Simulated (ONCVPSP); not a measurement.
**Transferability test, ONCV potential for nickel (Ni)**

* Element: nickel (Ni)
* Generator: ONCVPSP 4.0.1
* Type: optimised norm-conserving Vanderbilt (ONCV)
* Functional: PBE
* Relativity: scalar-relativistic
* Frozen core: [Ne]
* Valence charge: 18
* Reference configuration: 3s2 3p6 3d8.5 4s1.5
* Partial waves: 3s+4s: rc 1.35 bohr, ncon 4, nbas 7, qcut 7.4 1/bohr, 2 projectors; 3p: rc 0.90 bohr, ncon 4, nbas 7, qcut 17.3 1/bohr, 3 projectors, debl 0.7 Ha; 3d: rc 1.65 bohr, ncon 4, nbas 9, qcut 8.6 1/bohr, 1 projector; f scattering state at 0.06 Ha: rc 1.80 bohr, ncon 4, nbas 9, qcut 6.5 1/bohr, 2 projectors, debl 1 Ha
* Local potential: polynomial inside 0.60 bohr (lpopt 5, dvloc0 -1 Ha)
* Core correction: Teter function, fcfact 4.25, rcfact 1.1

In the p channel the program set the typed energies aside and used -2.526, 0.250, 0.950 Ha.

Energies are relative to the spin-unpolarised reference configuration 3s2 3p6 3d8.5 4s1.5; without spin polarisation the order of configurations can differ from experiment.

| valence configuration | charge | ΔE all-electron (eV) | error AE − PS (meV) |
| --- | --- | --- | --- |
| 3s2 3p6 3d8 4s2 | 0 | 1.183 | +12 |
| 3s2 3p6 3d8 4s0 | +2 | 27.857 | -21 |
| 3s2 3p6 3d8 4s0 4p1 | +1 | 16.190 | -12 |

Q: What are ΔE and the potential's error for 3s2 3p6 3d8 4s1?

A: ΔE = 10.506 eV all-electron; the error (AE − PS) is -2.3 meV.

Note: no bound ghost flagged; GHOST(+) flagged for f at 36.2 eV, s at 221.8 eV.
